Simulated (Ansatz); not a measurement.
Relaxation of (AgCl)2 ring (Ag2Cl2) with RKS PBE0-D4/def2-SVP.

```sh
$ ansatz run in.yaml --threads 4 --pin off --events-out ev --progress --plain --max-ram 3916MiB
```

```yaml
crystal:
  periodic: [false, false, false]
  atoms:
    - {symbol: Ag, position_ang: [-1.381780, 0.093260, -0.577260]}
    - {symbol: Cl, position_ang: [-0.762020, -0.008850, 1.819760]}
    - {symbol: Ag, position_ang: [1.381420, -0.089470, 0.577520]}
    - {symbol: Cl, position_ang: [0.762390, 0.005070, -1.820020]}
basis:
  gaussian: {orbitals: def2-SVP}
hamiltonian: {xc: pbe0, dispersion: d4}
scf: {omitted_lower_state_checks: [starts]}
output: {orbitals: {seedname: orbitals}}
relax: {f_tol: 0.02, max_steps: 100}
```

Hardware: 4 threads of Intel Xeon Platinum 8375C on a shared host. Wall time 8 s.

Positions (Å) and forces (eV/Å) at steps 1, 3 of 3:

```xyz
4
step=1 energy=-33030.2577 eV
Ag   -1.382    0.093   -0.577   -0.089    0.005   -0.045
Cl   -0.762   -0.009    1.820   -0.149   -0.001    0.360
Ag    1.381   -0.089    0.578    0.094   -0.007    0.041
Cl    0.762    0.005   -1.820    0.144    0.003   -0.356
4
step=3 energy=-33030.2840 eV
Ag   -1.324    0.088   -0.554   -0.003    0.000   -0.002
Cl   -0.794   -0.008    1.896    0.000    0.001    0.000
Ag    1.324   -0.087    0.554    0.003   -0.001    0.002
Cl    0.794    0.007   -1.896   -0.001    0.001    0.000
```

In the def2 sets Ag takes a core potential; there is no spin–orbit coupling.
